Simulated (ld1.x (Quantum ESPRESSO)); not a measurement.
# I (Z = 53): TM pseudisation with PBE, fully relativistic reference atom.

The input file (ld1.x (Quantum ESPRESSO) 7.5):

```
&input
   title='I', zed=53., rel=2, dft='PBE', iswitch=3,
   config='[Kr] 4d10 5s1.5 5p5.5', rel_dist='average',
   nld=5, rlderiv=2.20, eminld=-6.0, emaxld=5.0, deld=0.02
 /
 &inputp
   pseudotype=2, tm=.true., lloc=1,
   nlcc=.true., rcore=0.70,
   file_pseudopw='I.UPF', file_wfcaegen='ae.wfc', file_wfcncgen='nc.wfc', file_beta='beta', file_chi='chi'
 /
3
5S  1  0   1.50   0.00  1.75  1.75  0.0
4D  3  2  10.00   0.00  0.85  0.85  0.0
5P  2  1   5.50   0.00  2.00  2.00  0.0
 &test
   configts(1)='4d10 5s1.5 5p5.5'
 /
```

Command:

```bash
ld1.x < I.in > I.out
```

The program printed (shortened: banner, matrices, multipoles, cross overlaps and the repeated all-electron block are left out):

```
Program LD1 v.7.5
     --------------------------- All-electron run ----------------------------

     I
     dirac relativistic calculation

     atomic number is 53.00
     dft =PBE   lsd =0 sic =0 latt =0  beta=0.20 tr2=1.0E-14
     Exchange-correlation= PBE
                           (   1   4   3   4   0   0   0)
     mesh =1247 r(mesh) =  99.95380 a.u. xmin = -7.00 dx = 0.01250
     1 Ry =  13.60569312 eV, c = 137.03599908

     n l j   nl                  e(Ry)          e(Ha)          e(eV)
     Spin orbit split results
     1 0 0.5 1S 1( 2.00)     -2422.6268     -1211.3134    -32961.5162
     2 0 0.5 2S 1( 2.00)      -374.2151      -187.1075     -5091.4552
     2 1 0.5 2P 1( 2.00)      -351.0937      -175.5468     -4776.8731
     2 1 1.5 2P 1( 4.00)      -329.1370      -164.5685     -4478.1371
     3 0 0.5 3S 1( 2.00)       -75.5716       -37.7858     -1028.2038
     3 1 0.5 3P 1( 2.00)       -66.0156       -33.0078      -898.1877
     3 1 1.5 3P 1( 4.00)       -61.8837       -30.9418      -841.9700
     4 0 0.5 4S 1( 2.00)       -13.3107        -6.6553      -181.1011
     4 1 0.5 4P 1( 2.00)        -9.9765        -4.9883      -135.7377
     4 1 1.5 4P 1( 4.00)        -9.1720        -4.5860      -124.7914
     3 2 1.5 3D 1( 4.00)       -45.0548       -22.5274      -613.0015
     3 2 2.5 3D 1( 6.00)       -44.1860       -22.0930      -601.1811
     4 2 1.5 4D 1( 4.00)        -3.8146        -1.9073       -51.9006
     4 2 2.5 4D 1( 6.00)        -3.6885        -1.8443       -50.1850
     5 0 0.5 5S 1( 1.50)        -1.3045        -0.6523       -17.7489
     5 1 0.5 5P 1( 1.83)        -0.5923        -0.2962        -8.0593
     5 1 1.5 5P 1( 3.67)        -0.5174        -0.2587        -7.0393
     Averaged results
     1 0     1S 1( 2.00)     -2422.6268     -1211.3134    -32961.5162
     2 0     2S 1( 2.00)      -374.2151      -187.1075     -5091.4552
     2 1     2P 1( 6.00)      -336.4559      -168.2280     -4577.7158
     3 0     3S 1( 2.00)       -75.5716       -37.7858     -1028.2038
     3 1     3P 1( 6.00)       -63.2610       -31.6305      -860.7092
     4 0     4S 1( 2.00)       -13.3107        -6.6553      -181.1011
     4 1     4P 1( 6.00)        -9.4402        -4.7201      -128.4402
     3 2     3D 1(10.00)       -44.5335       -22.2668      -605.9092
     4 2     4D 1(10.00)        -3.7390        -1.8695       -50.8713
     5 0     5S 1( 1.50)        -1.3045        -0.6523       -17.7489
     5 1     5P 1( 5.50)        -0.5424        -0.2712        -7.3793

     final scf error:  5.3E-15 reached in  25 iterations

     Etot =  -14237.677924 Ry,   -7118.838962 Ha, -193713.476616 eV

     Ekin =   15091.755875 Ry,    7545.877937 Ha,  205333.799119 eV
     Encl =  -34600.808824 Ry,  -17300.404412 Ha, -470767.986665 eV
     Eh   =    5634.515721 Ry,    2817.257861 Ha,   76661.491800 eV
     Exc  =    -363.140696 Ry,    -181.570348 Ha,   -4940.780870 eV

     normalization and overlap integrals

     s(1S/1S) =  1.000000  <r> =   0.0272  <r2> =    0.0010  r(max) =   0.0175
     s(2S/2S) =  1.000000  <r> =   0.1167  <r2> =    0.0161  r(max) =   0.0995
     s(2P/2P) =  1.000000  <r> =   0.0985  <r2> =    0.0119  r(max) =   0.0765
     s(2P/2P) =  1.000000  <r> =   0.1041  <r2> =    0.0132  r(max) =   0.0814
     s(3S/3S) =  1.000000  <r> =   0.3138  <r2> =    0.1127  r(max) =   0.2843
     s(3P/3P) =  1.000000  <r> =   0.3040  <r2> =    0.1074  r(max) =   0.2738
     s(3P/3P) =  1.000000  <r> =   0.3156  <r2> =    0.1155  r(max) =   0.2843
     s(4S/4S) =  1.000000  <r> =   0.7399  <r2> =    0.6187  r(max) =   0.6820
     s(4P/4P) =  1.000000  <r> =   0.7727  <r2> =    0.6805  r(max) =   0.6992
     s(4P/4P) =  1.000000  <r> =   0.8008  <r2> =    0.7309  r(max) =   0.7259
     s(3D/3D) =  1.000000  <r> =   0.2865  <r2> =    0.0972  r(max) =   0.2299
     s(3D/3D) =  1.000000  <r> =   0.2901  <r2> =    0.0996  r(max) =   0.2327
     s(4D/4D) =  1.000000  <r> =   0.9140  <r2> =    0.9784  r(max) =   0.7728
     s(4D/4D) =  1.000000  <r> =   0.9254  <r2> =    1.0033  r(max) =   0.7825
     s(5S/5S) =  1.000000  <r> =   1.9589  <r2> =    4.3504  r(max) =   1.6984
     s(5P/5P) =  1.000000  <r> =   2.3733  <r2> =    6.5034  r(max) =   1.9733
     s(5P/5P) =  1.000000  <r> =   2.4950  <r2> =    7.2009  r(max) =   2.0487

     ------------------------ End of All-electron run ------------------------

     --------------------- Generating NC pseudopotential ---------------------

      Generating local pot.: lloc=1, j= 0.50, matching radius rcloc =   2.0000

      Generating local pot.: lloc=1, j= 1.50, matching radius rcloc =   2.0000

      Computing core charge for nlcc:

       r > 0.71 : true rho core
       r < 0.71 : rho core = a sin(br)/r    a=  26.84  b=   3.15

      Integrated core pseudo-charge :  10.67

     Fully relativistic calculation: |psi|^2

     Wfc 5S LC norm =  0.99988390 SC norm =  0.00011183 missing  0.00000427

     Wfc 4D LC norm =  0.99955061 SC norm =  0.00044935 missing  0.00000004

     Wfc 4D LC norm =  0.99955997 SC norm =  0.00043971 missing  0.00000032

      Wfc   5S  rcut= 1.741  Using Troullier-Martins method

      Wfc   4D  rcut= 0.843  Using Troullier-Martins method

      Wfc   4D  rcut= 0.843  Using Troullier-Martins method

     ------------------- End of pseudopotential generation -------------------

     Computing logarithmic derivative in   2.19455
     Computing logarithmic derivative in   2.19455
     Computing the partial wave expansion
     R is outside the sphere for l=    0 j= 0.50
       no projector for channel:   1
       no projector for channel:   1
     R is outside the sphere for l=    2 j= 1.50
     R is outside the sphere for l=    2 j= 2.50

     ---------------------- Testing the pseudopotential ----------------------

     I
     dirac relativistic calculation

     atomic number is 53.00   valence charge is 17.00
     dft =PBE   lsd =0 sic =0 latt =0  beta=0.20 tr2=1.0E-14
     mesh =1247 r(mesh) =  99.95380 xmin = -7.00 dx = 0.01250

     n l  j  nl             e AE (Ry)       e PS (Ry)    De AE-PS (Ry)
     3 2 1.5 4D   1( 4.00)       -3.81463       -3.81412       -0.00051
     3 2 2.5 4D   1( 6.00)       -3.68853       -3.68879        0.00026
     1 0 0.5 5S   1( 1.50)       -1.30452       -1.30453        0.00001
     2 1 0.5 5P   1( 1.83)       -0.59235       -0.54091       -0.05144  !
     2 1 1.5 5P   1( 3.67)       -0.51738       -0.54091        0.02353  !

     eps = 1.5E-15  iter = 14

     Etot =  -14237.677924 Ry,   -7118.838962 Ha, -193713.476616 eV
     Etotps =  -243.951794 Ry,    -121.975897 Ha,   -3319.133246 eV

     Ekin =     144.248964 Ry,      72.124482 Ha,    1962.607144 eV
     Encl =    -347.032669 Ry,    -173.516334 Ha,   -4721.619997 eV
     Ehrt =     182.790611 Ry,      91.395306 Ha,    2486.992965 eV
     Ecxc =     -52.572309 Ry,     -26.286155 Ha,    -715.282706 eV
     (Ecc =     -22.781974 Ry,     -11.390987 Ha,    -309.964542 eV)
     Epseu=    -171.386392 Ry,     -85.693196 Ha,   -2331.830651 eV

     ---------------------- End of pseudopotential test ----------------------
```

Generation and configuration tests took about 1.8 s on one core of a shared server CPU.

Transferability test of the new file with ld1.x, input:

```
&input
   title='I', zed=53., rel=2, dft='PBE', iswitch=2,
   config='[Kr] 4d10 5s1.5 5p5.5', rel_dist='average'
 /
 &test
   file_pseudo='I.UPF', nconf=8,
   configts(1)='4d10 5s1.5 5p5.5',
   configts(2)='4d10 5s2 5p5',
   configts(3)='4d10 5s2 5p4',
   configts(4)='4d10 5s2 5p3',
   configts(5)='4d10 5s2 5p5.3',
   configts(6)='4d9 5s2 5p6',
   configts(7)='4d10 5s2 5p2',
   configts(8)='4d10 5s2 5p1'
 /
```

```bash
ld1.x < I.test.in > I.test.out
```

Pseudopotential blocks of its output, shortened (energy terms left out; the distinct warnings before each block abridged to one line each):

```
     ---------------------- Testing the pseudopotential ----------------------

     n l  j  nl             e AE (Ry)       e PS (Ry)    De AE-PS (Ry)
     3 2 1.5 4D   1( 4.00)       -3.81463       -3.81412       -0.00051
     3 2 2.5 4D   1( 6.00)       -3.68853       -3.68879        0.00026
     1 0 0.5 5S   1( 1.50)       -1.30452       -1.30453        0.00001
     2 1 0.5 5P   1( 1.83)       -0.59235       -0.54091       -0.05144  !
     2 1 1.5 5P   1( 3.67)       -0.51738       -0.54091        0.02353  !

     eps = 6.3E-15  iter = 15

     Etot =  -14237.677924 Ry,   -7118.838962 Ha, -193713.476616 eV
     Etotps =  -243.951793 Ry,    -121.975897 Ha,   -3319.133236 eV

     ---------------------- End of pseudopotential test ----------------------

          ---------------------- Testing the pseudopotential ----------------------

     n l  j  nl             e AE (Ry)       e PS (Ry)    De AE-PS (Ry)
     3 2 1.5 4D   1( 4.00)       -3.76624       -3.76443       -0.00181
     3 2 2.5 4D   1( 6.00)       -3.64031       -3.63929       -0.00103
     1 0 0.5 5S   1( 2.00)       -1.27784       -1.27784       -0.00000
     2 1 0.5 5P   1( 1.67)       -0.57152       -0.52127       -0.05025  !
     2 1 1.5 5P   1( 3.33)       -0.49806       -0.52127        0.02321  !

     eps = 7.1E-15  iter = 14

     Etot =  -14238.057295 Ry,   -7119.028647 Ha, -193718.638223 eV
     Etotps =  -244.331847 Ry,    -122.165924 Ha,   -3324.304135 eV
     dEtot_ae =      -0.379371 Ry
     dEtot_ps =      -0.380054 Ry,   Delta E=       0.000683 Ry

     ---------------------- End of pseudopotential test ----------------------

          ---------------------- Testing the pseudopotential ----------------------

     n l  j  nl             e AE (Ry)       e PS (Ry)    De AE-PS (Ry)
     3 2 1.5 4D   1( 4.00)       -4.46731       -4.45949       -0.00782  !
     3 2 2.5 4D   1( 6.00)       -4.34119       -4.33426       -0.00693  !
     1 0 0.5 5S   1( 2.00)       -1.92761       -1.92688       -0.00073
     2 1 0.5 5P   1( 1.33)       -1.18574       -1.12824       -0.05750  !
     2 1 1.5 5P   1( 2.67)       -1.10183       -1.12824        0.02641  !

     eps = 6.5E-15  iter = 12

     Etot =  -14237.237259 Ry,   -7118.618630 Ha, -193707.481071 eV
     Etotps =  -243.513174 Ry,    -121.756587 Ha,   -3313.165516 eV
     dEtot_ae =       0.440664 Ry
     dEtot_ps =       0.438619 Ry,   Delta E=       0.002045 Ry

     ---------------------- End of pseudopotential test ----------------------

          ---------------------- Testing the pseudopotential ----------------------

     n l  j  nl             e AE (Ry)       e PS (Ry)    De AE-PS (Ry)
     3 2 1.5 4D   1( 4.00)       -5.25948       -5.24248       -0.01700  !
     3 2 2.5 4D   1( 6.00)       -5.13300       -5.11708       -0.01592  !
     1 0 0.5 5S   1( 2.00)       -2.64446       -2.64244       -0.00203
     2 1 0.5 5P   1( 1.00)       -1.86438       -1.79873       -0.06565  !
     2 1 1.5 5P   1( 2.00)       -1.76945       -1.79873        0.02928  !

     eps = 4.7E-15  iter = 13

     Etot =  -14235.776468 Ry,   -7117.888234 Ha, -193687.605995 eV
     Etotps =  -242.054312 Ry,    -121.027156 Ha,   -3293.316686 eV
     dEtot_ae =       1.901456 Ry
     dEtot_ps =       1.897481 Ry,   Delta E=       0.003974 Ry

     ---------------------- End of pseudopotential test ----------------------

          ---------------------- Testing the pseudopotential ----------------------

     n l  j  nl             e AE (Ry)       e PS (Ry)    De AE-PS (Ry)
     3 2 1.5 4D   1( 4.00)       -3.57772       -3.57702       -0.00070
     3 2 2.5 4D   1( 6.00)       -3.45182       -3.45188        0.00006
     1 0 0.5 5S   1( 2.00)       -1.09978       -1.09981        0.00003
     2 1 0.5 5P   1( 1.77)       -0.40322       -0.35490       -0.04832  !
     2 1 1.5 5P   1( 3.53)       -0.33277       -0.35490        0.02213  !

     eps = 4.7E-15  iter = 15

     Etot =  -14238.188910 Ry,   -7119.094455 Ha, -193720.428931 eV
     Etotps =  -244.463066 Ry,    -122.231533 Ha,   -3326.089454 eV
     dEtot_ae =      -0.510986 Ry
     dEtot_ps =      -0.511273 Ry,   Delta E=       0.000287 Ry

     ---------------------- End of pseudopotential test ----------------------

          Warning: n=3, l=2 expected 0 nodes, found 1
     ---------------------- Testing the pseudopotential ----------------------

     n l  j  nl             e AE (Ry)       e PS (Ry)    De AE-PS (Ry)
     3 2 1.5 4D   1( 3.60)       -4.24135       -4.31811        0.07676  !
     3 2 2.5 4D   1( 5.40)       -4.11024       -4.18608        0.07584  !
     1 0 0.5 5S   1( 2.00)       -1.41166       -1.41091       -0.00075
     2 1 0.5 5P   1( 2.00)       -0.65715       -0.59439       -0.06275  !
     2 1 1.5 5P   1( 4.00)       -0.57257       -0.59439        0.02182  !

     eps = 7.7E-15  iter = 21

     Etot =  -14234.692338 Ry,   -7117.346169 Ha, -193672.855653 eV
     Etotps =  -240.925352 Ry,    -120.462676 Ha,   -3277.956407 eV
     dEtot_ae =       2.985586 Ry
     dEtot_ps =       3.026441 Ry,   Delta E=      -0.040855 Ry

     ---------------------- End of pseudopotential test ----------------------

          ---------------------- Testing the pseudopotential ----------------------

     n l  j  nl             e AE (Ry)       e PS (Ry)    De AE-PS (Ry)
     3 2 1.5 4D   1( 4.00)       -6.12662       -6.09770       -0.02892  !
     3 2 2.5 4D   1( 6.00)       -5.99959       -5.97200       -0.02759  !
     1 0 0.5 5S   1( 2.00)       -3.41327       -3.40974       -0.00354
     2 1 0.5 5P   1( 0.67)       -2.59356       -2.51914       -0.07442  !
     2 1 1.5 5P   1( 1.33)       -2.48705       -2.51914        0.03209  !

     eps = 7.7E-15  iter =  9

     Etot =  -14233.618388 Ry,   -7116.809194 Ha, -193658.243812 eV
     Etotps =  -239.899113 Ry,    -119.949557 Ha,   -3263.993718 eV
     dEtot_ae =       4.059536 Ry
     dEtot_ps =       4.052680 Ry,   Delta E=       0.006856 Ry

     ---------------------- End of pseudopotential test ----------------------

          ---------------------- Testing the pseudopotential ----------------------

     n l  j  nl             e AE (Ry)       e PS (Ry)    De AE-PS (Ry)
     3 2 1.5 4D   1( 4.00)       -7.05855       -7.01556       -0.04299  !
     3 2 2.5 4D   1( 6.00)       -6.93079       -6.88943       -0.04136  !
     1 0 0.5 5S   1( 2.00)       -4.22421       -4.21944       -0.00477
     2 1 0.5 5P   1( 0.33)       -3.36403       -3.28065       -0.08338  !
     2 1 1.5 5P   1( 0.67)       -3.24541       -3.28065        0.03524  !

     eps = 4.6E-16  iter =  9

     Etot =  -14230.717737 Ry,   -7115.358869 Ha, -193618.778456 eV
     Etotps =  -237.002360 Ry,    -118.501180 Ha,   -3224.581373 eV
     dEtot_ae =       6.960186 Ry
     dEtot_ps =       6.949434 Ry,   Delta E=       0.010753 Ry

     ---------------------- End of pseudopotential test ----------------------
```
